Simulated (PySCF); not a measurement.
# Pr²⁰⁺ (praseodymium, charge +20) across methods

[Kr] 4d3, high-spin 4F determinant. Calculation: PySCF 2.14, in an even-tempered Gaussian basis (20 s from 1.1 bohr⁻², ratio 2.5; 14 p from 1.4 bohr⁻², ratio 2.5; 9 d from 1.4 bohr⁻², ratio 2.5; 4 f from 6.3 bohr⁻², ratio 2.7; 4 g from 9.5 bohr⁻², ratio 2.7); scalar relativity by spin-free X2C-1e.

```csv
method,E (hartree),mean ε 4p α (eV),mean ε 4p β (eV),mean ε 4d α (eV),Σ⟨r²⟩ (bohr²),⟨S²⟩
LDA,-9065.80,-685.12,-679.86,-573.29,6.080,3.750
UHF,-9071.19449,-711.88,-697.21,-591.52,6.087,3.752
PBE,-9073.16,-685.50,-679.75,-573.66,6.079,3.750
r2SCAN,-9073.60,-688.47,-681.34,-575.00,6.081,3.751
PBE0,-9073.21,-692.52,-684.66,-578.50,6.080,3.750
```

Spin-orbit coupling, absent here, splits the open shell strongly.
